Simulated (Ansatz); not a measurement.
A run for Ansatz (a quantum-chemistry and plane-wave program): R-B3LYP/def2-TZVPP on H2O (SMILES O).

Ansatz 0.2 input:
```yaml
crystal:
  periodic: [false, false, false]
  atoms:
    - {symbol: O, position_ang: [0.00000000, -0.00000000, 0.40073248]}
    - {symbol: H, position_ang: [-0.00000000, 0.75701187, -0.20041624]}
    - {symbol: H, position_ang: [-0.00000000, -0.75701187, -0.20041624]}
basis:
  gaussian:
    orbitals: def2-TZVPP
hamiltonian:
  xc: {name: B3LYP}
scf: {lower_state_search: off}
```

It printed:

```
WARN ansatz: RAYON_NUM_THREADS=4 ignored (pool sized by the plan → 4); use --threads N
Functional definition: B3LYP
these checks for a lower state are left out or cut short: stability, starts, cluster_reference, orbital_swaps, neighbouring_geometries, increment
integrals: 0.00 GiB planned
269 factors; their error is unknown
mean field: 0.10 GiB planned
mean field evaluation 1: about -2076.2197 eV, gradient 5.4e1 eV
mean field evaluation 2: about -2068.0651 eV, gradient 8.6e1 eV
mean field evaluation 4: about -2080.7556 eV, gradient 2.9e-1 eV
mean field evaluation 8: about -2080.7607 eV, gradient 9.2e-4 eV
mean field -2080.76068137 eV, -76.4665446499 hartree, gradient 5.4e-7 eV, S^2 0.000000; 0 other end points of the search recorded, 0 dependent functions left out
reference -2080.76082081 eV, -76.4665497745 hartree; 5, 5 occupied and 54, 54 virtual orbitals, 269 factors
Total energy: -2080.76082081 eV, -76.4665497745 hartree
Checks for a lower state left out: stability, starts, cluster_reference, orbital_swaps, neighbouring_geometries, increment
```

Self-consistency was reached.

Cost: around 0.5 core-seconds (rough).
